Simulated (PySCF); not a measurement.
Delta-SCF ions had no search for a lower state. Excitations are Tamm–Dancoff values on a coarser integration grid. The basis has no diffuse functions, so Rydberg states are missing or too high.

Species: C2H9BSi, SMILES `CB(C)[SiH3]` (charge 0, multiplicity 1).

What dipole moment, T1 excitation (TDA) and vertical ionisation energy (Delta-SCF) does TPSSh-D3(BJ)/def2-TZVP // PBE0-D3(BJ)/def2-TZVP (PySCF 2.14.0) give?


- dipole moment = 1.36 D
- T1 excitation (TDA) = 3.82 eV
- vertical ionisation energy (Delta-SCF) = 9.47 eV
